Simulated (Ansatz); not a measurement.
Pulling on the H–H spacing in H10 chain (multiplicity 1 held). Energies count from the point at 0.900 Å.
Geometry at that point (charge 0, multiplicity 1):
```csv
atom,x (Å),y (Å),z (Å)
H,0.0000,0.0000,0.0000
H,0.0000,0.0000,0.9000
H,0.0000,0.0000,1.8000
H,0.0000,0.0000,2.7000
H,0.0000,0.0000,3.6000
H,0.0000,0.0000,4.5000
H,0.0000,0.0000,5.4000
H,0.0000,0.0000,6.3000
H,0.0000,0.0000,7.2000
H,0.0000,0.0000,8.1000
```

Signs of static correlation in cc-pVDZ, with CASSCF(10,10), from Ansatz (a quantum-chemistry and plane-wave program) runs.

```tsv
R (Å)	⟨S²⟩ of UHF	weight of the CASSCF reference in MRCISD	CASSCF natural occupations
0.700	0.000	0.962	1.99 1.99 1.98 1.97 1.94 0.07 0.03 0.01 0.01 0.00
0.800	0.000	0.961	1.99 1.99 1.98 1.96 1.92 0.09 0.04 0.02 0.01 0.01
0.900	0.226	0.962	1.98 1.98 1.97 1.95 1.89 0.12 0.05 0.03 0.02 0.01
1.100	1.002	0.966	1.97 1.96 1.94 1.91 1.83 0.19 0.09 0.05 0.03 0.02
1.300	[?]	0.972	1.94 1.93 1.90 1.85 1.73 0.29 0.16 0.10 0.07 0.05
1.500	[?]	0.979	1.89 1.87 1.83 1.76 1.61 0.41 0.25 0.17 0.12 0.10
1.800	3.679	0.989	1.77 1.74 1.68 1.58 1.42 0.59 0.43 0.32 0.25 0.22
2.100	4.390	0.995	1.60 1.57 1.50 1.40 1.27 0.74 0.60 0.50 0.43 0.39
2.500	4.802	0.999	1.38 1.35 1.30 1.23 1.14 0.86 0.78 0.70 0.65 0.61
3.000	4.954	1.000	1.19 1.17 1.15 1.11 1.07 0.94 0.89 0.85 0.83 0.81
3.600	4.993	1.000	1.08 1.07 1.06 1.04 1.03 0.97 0.96 0.94 0.93 0.92
```

**Question.** Fill in the missing entries.

**Answer.** 
- 1.300, ⟨S²⟩ of UHF: 1.716
- 1.500, ⟨S²⟩ of UHF: 2.533

Doubts at one or more of the structures used: a restricted determinant that unrestricted orbitals would lower (R-CCSD(T)/cc-pVDZ); T1 above 0.05 (R-CCSD(T)/cc-pVDZ, U-CCSD(T)/cc-pVDZ); other coupled-cluster roots lie near (R-CCSD(T)/cc-pVDZ); the program's own flag: broken pairs (R-CCSD(T)/cc-pVDZ); a spin-contaminated determinant (U-CCSD(T)/cc-pVDZ); the program's own flag: large difference (U-CCSD(T)/cc-pVDZ); the program's own flag: other amplitudes (U-CCSD(T)/cc-pVDZ).
